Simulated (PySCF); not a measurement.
## Spinor energies of Au (gold, neutral)

Start: [Xe] 4f14 5d9 6s1 7s1; 5d3/2 filled at m_j = -3/2, -1/2, +1/2, +3/2; 5d5/2 filled at m_j = -3/2, -1/2, +1/2, +3/2, +5/2; 6s1/2 filled at m_j = +1/2; 7s1/2 filled at m_j = +1/2. Calculated with PySCF 2.14 in x2c-TZVPall-2c with one added diffuse shell each of s, p, d type (12s12p11d2f, 117 functions): generalised Hartree-Fock with the X2C-1e Hamiltonian and a Gaussian nucleus; spin-orbit coupling (SO) screened by Boettger's factors. This is a chosen level, not necessarily the ground level.

```tsv
spinor shell	electrons	ε, screened SO (eV)	weight of nominal j (screened SO)	rms radius, screened SO (bohr)
1s1/2	2	-81153.9	1.000	0.0190
2s1/2	2	-14473.6	1.000	0.0768
2p1/2	2	-13856.1	1.000	0.0651
2p3/2	4	-12015.0	1.000	0.0731
3s1/2	2	-3490.2	1.000	0.196
3p1/2	2	-3213.5	1.000	0.188
3p3/2	4	-2801.1	1.000	0.204
3d3/2	4	-2347.1	1.000	0.179
3d5/2	6	-2258.8	1.000	0.183
4s1/2	2	-800.44	1.000	0.433
4p1/2	2	-681.32	1.000	0.438
4p3/2	4	-581.06	1.000	0.471
4d3/2	4	-385.94	1.000	0.485
4d5/2	6	-366.56	1.000	0.497
5s1/2	2	-135.70	1.000	0.997
4f5/2	6	-113.62	0.999	0.544
4f7/2	8	-109.76	0.999	0.545
5p1/2	2	-95.332	0.998	1.08
5p3/2	4	-77.238	0.999	1.18
5d3/2	4	-21.517	0.953	1.60
5d5/2	5	-19.285	0.962	1.67
6s1/2	1	-13.659	0.996	2.83
7s1/2	1	-2.500	0.999	8.85
```

| quantity | screened SO |
| --- | --- |
| E (hartree) | -19026.59298 |
| M_J | 7/2 |
| ⟨J²⟩ | 15.760 |
| ⟨L²⟩ | 6.177 |
| ⟨S²⟩ | 3.928 |

Each row is a mean over spinors that exchange with the open shell spreads, by up to 4.625 eV (5p3/2).

Breit and QED terms are absent; they matter most for the inner s and p1/2 levels.

Densities and radii are taken from the X2C orbitals without a picture-change correction, which distorts them close to the nucleus.
